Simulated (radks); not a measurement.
These are the eigenvalues of the occupied orbitals of an atom or ion with whole-number occupations (eV). All-electron calculation, scalar-relativistic Kohn-Sham, PBEsol, spin-polarised, spherical densities, finite nucleus; Fermi nuclear charge, rms radius of each element as measured or else 0.836 A^(1/3) + 0.57 fm. Program: a radial shooting solver on a logarithmic mesh with Libxc functionals.

orbital  eigenvalue
1s up     -32140.26
1s down   -32138.88
2s up     -5371.011
2s down   -5370.185
2p up     -4877.672
2p down   -4876.415
3s up     -1462.827
3s down   -1461.386
3p up     -1302.211
3p down   -1300.586
3d up     -1061.797
3d down   -1060.206
4s up     -604.8592
4s down   -596.1399
4p up     -548.2263

Which element is it, and in what charge state? The configuration may be excited. Open shells, if any, are filled with parallel spins first.

Answer. Z = 52, tellurium, charge +19: Te19+ in [Ar] 3d10 4s2 4p3. The list shows which subshells hold electrons but not how many an open one holds; the 1s level, -1181.1 hartree, gives Z - s = 48.6 by -(Z - s)^2/2, which with screening and relativity narrows Z to a few neighbours, and the depths of the outer levels then fix element, charge and occupations together.
